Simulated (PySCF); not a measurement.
BeH₄SeSi, SMILES [SiH3][Be][SeH].

The structure is a stationary point at B3LYP-D3(BJ)/def2-TZVP. Other conformers were not sampled.

All values below come from C-PCM-PBE0/def2-SVP in PySCF 2.14.0.

The values are the electrostatic part of the solvation free energy, E(continuum) − E(gas) at the gas-phase geometry, in a cavity of scaled van der Waals radii (PySCF's table); cavitation and dispersion terms are not included. A continuum can't describe solvent molecules that bind to the metal. In vacuum the orbital gap is 5.82 eV. The dipole moment in vacuum is 0.75 D.

| solvent | ε | ΔG(elec) (kcal/mol) | dipole (D) | gap (eV) |
|---|---|---|---|---|
| water | 78.36 | -4.6 | 1.02 | 6.16 |
| tetrahydrofuran | 7.43 | -3.9 | 0.97 | 6.11 |
| N,N-dimethylformamide | 37.22 | -4.5 | 1.01 | 6.15 |
